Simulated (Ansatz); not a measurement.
`[O]=[W]([F])([Cl])([Cl])[Cl]` and `[O]=[W]([Cl])([Cl])([Cl])[Cl]` differ in one atom or group.

Ansatz, PBE0-D4/def2-TZVP geometries, multiplicity 1. 

Elements past krypton have def2 core potentials.

| property | `[O]=[W]([F])([Cl])([Cl])[Cl]` |
| --- | --- |
| LUMO energy (PBE/def2-TZVPP) / eV | -5.30 |
| LUMO energy (ωB97M-V/def2-TZVPP) / eV | -2.67 |
| size of the dipole moment (PBE/def2-TZVPP) / D | 0.69 |
| HOMO–LUMO gap (PBE0/def2-TZVPP) / eV | 4.59 |
| HOMO–LUMO gap (ωB97M-V/def2-TZVPP) / eV | 8.81 |
| HOMO energy (ωB97M-V/def2-TZVPP) / eV | -11.48 |

Question: Give the same properties after the change, and the shifts. (An estimate is asked.)

Answer: Ansatz gave: 
```tsv
property	`[O]=[W]([Cl])([Cl])([Cl])[Cl]`	shift
LUMO energy (PBE/def2-TZVPP) / eV	-5.48	-0.18
LUMO energy (ωB97M-V/def2-TZVPP) / eV	-2.97	-0.30
size of the dipole moment (PBE/def2-TZVPP) / D	0.58	-0.11
HOMO–LUMO gap (PBE0/def2-TZVPP) / eV	4.02	-0.57
HOMO–LUMO gap (ωB97M-V/def2-TZVPP) / eV	8.16	-0.65
HOMO energy (ωB97M-V/def2-TZVPP) / eV	-11.14	0.34
```

With PBE0 the HOMO rises by 0.35 eV and the LUMO falls by 0.22 eV, so the gap narrows by about 0.57 eV. PBE moves the HOMO by 0.32 eV and ωB97M-V by 0.34 eV. Dipoles are sizes alone; their direction can turn.
